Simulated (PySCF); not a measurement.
`CN[SiH2]C(=O)[Si@H](O)C[SiH3]`: 4 charge schemes on one density

C₃H₁₃NO₂Si₃.
Cartesian coordinates in Å at the GFN2-xTB level; atoms count from 1:
```xyz
22
C3H13NO2Si3 angstrom
C     -3.5219    0.8289   -0.3771
N     -2.2492    0.1383   -0.4369
Si    -2.0304   -1.4190    0.2907
C     -0.1240   -1.7270    0.2732
O      0.2674   -2.8628    0.0688
Si     1.1034   -0.2894    0.6901
O      0.3579    1.1136    0.3399
C      2.6814   -0.3777   -0.3459
Si     3.6885    1.2325   -0.3370
H     -4.2563    0.4245   -1.0796
H     -3.3816    1.8885   -0.5947
H     -3.9238    0.7267    0.6276
H     -1.8184    0.2767   -1.3420
H     -2.7260   -2.5505   -0.3293
H     -2.4642   -1.2353    1.6794
H      1.3596   -0.3813    2.1325
H     -0.6041    1.1308    0.3103
H      2.4373   -0.6355   -1.3770
H      3.2974   -1.1940    0.0282
H      2.9356    2.3216   -0.9577
H      4.9233    1.0218   -1.1056
H      4.0378    1.5879    1.0396
```

Density: PBE0/pcSseg-1 (PySCF); schemes: Mulliken, IAO, Hirshfeld and ESP-fitted. One conformer (not necessarily the lowest) at the GFN2-xTB geometry, without solvent, vibrations or thermal averaging.

Atoms with like bonding are taken together and averaged. At which atom do the 4 schemes differ most?

At Si6: from +0.399 (Hirshfeld) to +1.091 e (IAO), 0.692 e apart.

Which atoms carry the highest charge in the Mulliken, IAO, Hirshfeld and ESP-fitted schemes?

All schemes agree: Mulliken Si6 (+1.011); IAO Si6 (+1.091); Hirshfeld Si6 (+0.399); ESP-fitted Si6 (+0.567).

What partial charge does each atom carry?

In e; atoms taken as equivalent share a row and are averaged (×n: the atom named and its like, n in all):

```tsv
atom	environment	Mulliken	IAO	Hirshfeld	ESP-fitted
C1	N-methyl carbon	-0.094	-0.302	-0.064	-0.244
N2	silicon-bound nitrogen	-0.749	-0.663	-0.216	-0.383
Si3	SiH2 silicon	+0.747	+0.813	+0.358	+0.494
C4	carbonyl carbon	-0.282	-0.137	-0.012	+0.139
O5	carbonyl oxygen	-0.338	-0.361	-0.213	-0.393
Si6	oxygen-bound silicon	+1.011	+1.091	+0.399	+0.567
O7	silanol oxygen	-0.569	-0.813	-0.314	-0.646
C8	sp3 carbon bound to silicon	-0.866	-0.840	-0.247	-0.430
Si9	SiH3 silicon	+0.494	+0.612	+0.312	+0.451
H10/H11/H12	methyl hydrogen	+0.117	+0.142	+0.045	+0.104
H13	N–H hydrogen	+0.207	+0.258	+0.120	+0.258
H14	Si–H hydrogen	-0.080	-0.133	-0.078	-0.119
H15	Si–H hydrogen	-0.085	-0.126	-0.075	-0.113
H16	Si–H hydrogen	-0.107	-0.155	-0.085	-0.122
H17	hydroxyl hydrogen	+0.252	+0.349	+0.125	+0.327
H18	methylene hydrogen	+0.170	+0.166	+0.045	+0.129
H19	methylene hydrogen	+0.179	+0.172	+0.047	+0.114
H20/H21/H22	Si–H hydrogen	-0.080	-0.119	-0.079	-0.113
```

Mean size of the charges over all atoms: IAO 0.353 e, Mulliken 0.310 e, ESP-fitted 0.254 e, Hirshfeld 0.140 e. Each set sums to the total charge, 0, to within 0.001 e. The IAO scheme projects the occupied orbitals on a minimal set of polarised atomic orbitals and counts the electrons in each atom's part of it.

Some averages cover members that differ in this geometry: H20/H21/H22, ESP-fitted -0.133 to -0.103 e.

Sum the charges by element, for elements with more than one atom.

```json
{"element": "C", "atoms": "3", "Mulliken": "-1.242", "IAO": "-1.278", "Hirshfeld": "-0.323", "ESP-fitted": "-0.535"}
{"element": "Si", "atoms": "3", "Mulliken": "+2.252", "IAO": "+2.516", "Hirshfeld": "+1.070", "ESP-fitted": "+1.512"}
{"element": "O", "atoms": "2", "Mulliken": "-0.908", "IAO": "-1.174", "Hirshfeld": "-0.527", "ESP-fitted": "-1.039"}
{"element": "H", "atoms": "13", "Mulliken": "+0.647", "IAO": "+0.599", "Hirshfeld": "-0.003", "ESP-fitted": "+0.446"}
```

How closely do the schemes follow one another over all atoms?

Correlation coefficient and root-mean-square difference: Mulliken with IAO 0.98, 0.091 e; IAO with Hirshfeld 0.98, 0.287 e; Hirshfeld with ESP-fitted 0.97, 0.137 e; IAO with ESP-fitted 0.96, 0.187 e; Mulliken with Hirshfeld 0.95, 0.257 e; Mulliken with ESP-fitted 0.91, 0.193 e.
